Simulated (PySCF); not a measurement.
A structure optimised at B3LYP-D3(BJ)/def2-SVP, used in a PySCF frequency run:

```
Bi
Cl 1 2.4788
Cl 1 2.4788 2 99.37
Cl 1 2.4788 2 99.37 3 101.21
```
Charge 0, spin multiplicity 1.

Problem. Write its SMILES, formula and point group.

Solution. [Cl][Bi]([Cl])[Cl], BiCl3, C3v

Problem. What are its rotational constants (standard atomic weights)?

Solution. 1.4413, 1.4413, 0.99770 GHz
